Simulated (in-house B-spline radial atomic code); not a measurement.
**Binding energies in neutral titanium**

NIST's tabulated ground configuration is [Ar] 3d2 4s2; each binding energy is the energy of the ion with one electron taken from that subshell, relaxed, less that of the parent. Computed with an all-electron radial atomic-structure program (B-spline basis): Dirac-Kohn-Sham B3LYP, spherical fractional occupations, Fermi nucleus of rms radius 3.5921 fm. Energies include first-order Breit, QED and recoil terms.

Caution: exact exchange at fractional occupations of open shells leaves self-interaction of up to several eV.

```csv
subshell,X-ray name,binding energy (eV),-ε (eV),relaxation (eV)
1s,K,5008.4,4900.0,-114.1
2s,L1,565.5,548.4,-17.6
2p1/2,L2,477.9,457.5,-20.8
2p3/2,L3,474,451.7,-22.6
3s,M1,72.5,66.64,-5.90
3p1/2,M2,47.69,42.07,-5.65
3p3/2,M3,47.53,41.40,-6.14
3d,"M4,5",8.83,3.62,-5.21
4s,N1,7.73,5.06,-2.67
```

Relaxation = -ε minus the binding energy without Breit, QED and recoil terms. With a density functional, K lines can miss by some tenths of a per cent, more in light atoms. For a density functional the relaxation so defined is negative, because -ε of a Kohn-Sham level is smaller than the binding energy.

Emission lines follow as differences of binding energies, with λ = 12398.42 eV·Å / E:

```json
{"line": "K-L3", "holes": "1s → 2p3/2", "energy (eV)": "4534.4", "wavelength (Å)": "2.7343"}
{"line": "K-L2", "holes": "1s → 2p1/2", "energy (eV)": "4530.5", "wavelength (Å)": "2.7367"}
{"line": "K-M3", "holes": "1s → 3p3/2", "energy (eV)": "4960.9", "wavelength (Å)": "2.4992"}
{"line": "L1-M3", "holes": "2s → 3p3/2", "energy (eV)": "518.0", "wavelength (Å)": "23.937"}
{"line": "L3-M1", "holes": "2p3/2 → 3s", "energy (eV)": "401.5", "wavelength (Å)": "30.88"}
```

(1) What screening constant σ does Moseley's law, E = (3/4)·13.6057 eV·(Z - σ)², need for K-L3?

(2) What does it cost to remove both a 3d and a 4s electron?

(3) What does it cost to remove both a 2p3/2 and a 3p1/2 electron?

(4) What does it cost to remove two 3s electrons?

Answers

(1) σ = 0.92.

(2) 24.668 eV, which is 8.109 eV more than the two single binding energies together.

(3) 540.69 eV, which is 18.98 eV more than the two single binding energies together.

(4) 158.75 eV, which is 13.75 eV more than the two single binding energies together.
